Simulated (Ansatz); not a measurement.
Cartesian coordinates in Å:
```
N -1.775 -1.009 -0.208
Si -0.688 -0.112 -1.186
O -0.008 -0.904 -2.475
Si 0.953 0.590 0.340
N 0.490 -0.006 1.886
O 1.079 2.232 0.168
H -1.420 -1.571 0.549
H -2.654 -1.356 -0.556
H -1.460 0.966 -1.847
H 0.647 -1.575 -2.278
H 2.302 -0.016 0.123
H 1.159 -0.106 2.633
H -0.432 0.192 2.244
H 1.807 2.673 0.608
```

Total charge 0; spin multiplicity 1.

Q: List the PBE/def2-TZVPP orbital energies in eV (Ansatz). (Estimate.)

A: Computed: Occupied: -1779.68, -1779.59, -509.99, -509.89, -380.02, -379.87, -137.31, -137.22, -94.07, -94.05, -94.02, -93.98, -93.96, -93.94, -24.71, -24.61, -21.06, -20.84, -13.94, -13.25, -12.29, -12.00, -11.58, -11.25, -9.42, -8.97, -8.75, -8.29, -7.59, -7.26, -6.41, -6.10, -6.07. Lowest empty: -0.83, -0.37, 0.36, 0.94, 1.11, 1.31, 1.46, 1.88.
